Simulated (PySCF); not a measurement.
Phosphorus: a sound run and one with changed settings

Sound run: P+ [Ne] 3s2 3p2, P(2+) [Ne] 3s2 3p1. Calculation: PySCF 2.14, in def2-TZVP; the non-relativistic Hamiltonian (point nucleus). In the sound run the correlated levels freeze [Ne]. The sound run starts from symmetry-adapted Hartree-Fock orbitals and uses a fine grid where one is needed.

Changed run: scalar relativity by spin-free X2C-1e. This setting is unsound on purpose.

```json
{"species": "P+", "method": "UHF", "sound run (hartree)": "-340.34566", "changed run (hartree)": "-341.07697", "converged": "yes"}
{"species": "P+", "method": "MN15", "sound run (hartree)": "-340.76315", "changed run (hartree)": "-341.50125", "converged": "yes"}
{"species": "P+", "method": "M06-L", "sound run (hartree)": "-340.86855", "changed run (hartree)": "-341.60089", "converged": "yes"}
{"species": "P+", "method": "MP2", "sound run (hartree)": "-340.40630", "changed run (hartree)": "-341.13760", "converged": "yes"}
{"species": "P+", "method": "CCSD(T)", "sound run (hartree)": "-340.42924", "changed run (hartree)": "-341.16046", "converged": "yes"}
{"species": "P(2+)", "method": "UHF", "sound run (hartree)": "-339.64140", "changed run (hartree)": "-340.37266", "converged": "yes"}
{"species": "P(2+)", "method": "MN15", "sound run (hartree)": "-340.03563", "changed run (hartree)": "-340.77384", "converged": "yes"}
{"species": "P(2+)", "method": "M06-L", "sound run (hartree)": "-340.14528", "changed run (hartree)": "-340.87766", "converged": "yes"}
{"species": "P(2+)", "method": "MP2", "sound run (hartree)": "-339.68615", "changed run (hartree)": "-340.41741", "converged": "yes"}
{"species": "P(2+)", "method": "CCSD(T)", "sound run (hartree)": "-339.70639", "changed run (hartree)": "-340.43755", "converged": "yes"}
```

Ionisation energy of P+:

| method | sound run (eV) | changed run (eV) |
| --- | --- | --- |
| UHF | 19.164 | 19.165 |
| MN15 | 19.797 | 19.794 |
| M06-L | 19.681 | 19.680 |
| MP2 | 19.596 | 19.597 |
| SCS-MP2 | 19.508 | 19.509 |
| CCSD | 19.636 | 19.638 |
| CCSD(T) | 19.670 | 19.671 |

Most of the change in total energy is the relativistic energy itself. On top of that the contraction fixes the core shape for the Hamiltonian it was made with, so the changed run is not a good calculation with the other Hamiltonian either.

For comparison, NIST gives 19.769 eV between the lowest levels.
